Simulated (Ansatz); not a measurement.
C2H5BBrF, SMILES `CB(Br)CF` at its PBE0-D4/def2-TZVP geometry, where that method's forces vanish. Charge 0, multiplicity 1.

```xyz
10

C     0.2483    0.5534    1.2654
B     0.4966    0.0998   -0.1911
Br    2.2180    0.2985   -1.0293
C    -0.5935   -0.5727   -1.0921
F    -1.8165   -0.7082   -0.4478
H     1.0439    1.1581    1.6977
H     0.1290   -0.3505    1.8784
H    -0.7102    1.0757    1.3448
H    -0.2656   -1.5680   -1.4190
H    -0.7501    0.0138   -2.0071
```

(1) What forces (eV/Å) does PBE-D4/def2-TZVPP give on these atoms in Ansatz 0.2.0? (Best estimate.)

Results:

(1) Computed: 
```
C1   0.051  0.000 -0.106
B2  -0.020 -0.003  0.003
Br3  0.200  0.028 -0.089
C4   0.394  0.111 -0.033
F5  -0.616 -0.078  0.300
H6   0.151  0.115  0.097
H7  -0.035 -0.161  0.134
H8  -0.194  0.095  0.033
H9   0.086 -0.222 -0.107
H10 -0.017  0.117 -0.234
```
